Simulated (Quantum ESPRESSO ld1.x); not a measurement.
These are the eigenvalues of the occupied orbitals of an atom or ion with whole-number occupations (eV). All-electron calculation, scalar-relativistic Kohn-Sham, LDA (Slater exchange, Perdew-Wang correlation), spin-polarised, spherical densities, point nucleus. Program: ld1.x of Quantum ESPRESSO 7.5.

orbital  eigenvalue
1s         -354.801

Which element is it, and in what charge state? The configuration may be excited. Open shells, if any, are filled with parallel spins first.

Answer. Z = 6, carbon, charge +4: C4+ in [He]. The 1s level, -13.039 hartree, gives Z - s = 5.1 by -(Z - s)^2/2, which with screening and relativity narrows Z to a few neighbours, and with so few levels the electron count can be read from the list.
